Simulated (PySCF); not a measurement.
PySCF 2.14 output of an unrestricted PBE0 calculation on a single atom or ion in dyall-acv3z, with scalar relativity by spin-free X2C-1e:

```
SCF conv_tol = 1e-09
number electrons alpha = 3  beta = 1
    C. Adamo and V. Barone.,  J. Chem. Phys. 110, 6158 (1999)
    M. Ernzerhof and G. E. Scuseria.,  J. Chem. Phys. 110, 5029 (1999)
cycle= 1 E= -14.5552409181032  delta_E= -0.00176  |g|= 0.00602  |ddm|= 0.0664
cycle= 2 E= -14.5552627125385  delta_E= -2.18e-05  |g|= 0.000669  |ddm|= 0.00968
cycle= 3 E= -14.5552633832111  delta_E= -6.71e-07  |g|= 0.000105  |ddm|= 0.00183
cycle= 4 E= -14.5552634016119  delta_E= -1.84e-08  |g|= 9.56e-06  |ddm|= 0.000353
cycle= 5 E= -14.5552634016944  delta_E= -8.25e-11  |g|= 9.1e-07  |ddm|= 2.55e-05
converged SCF energy = -14.5552634016944  <S^2> = 2.0000027  2S+1 = 3.0000018
```

The run itself started from symmetry-adapted Hartree-Fock orbitals and held the occupation by maximum overlap, on a logarithmic radial grid, so the iterations belong to that start.

Problem. Which element, charge and spin multiplicity is this?

Solution. Be (beryllium, neutral), multiplicity 3; the state was [He] 2s1 2p1, high-spin 3P determinant (an excited configuration).
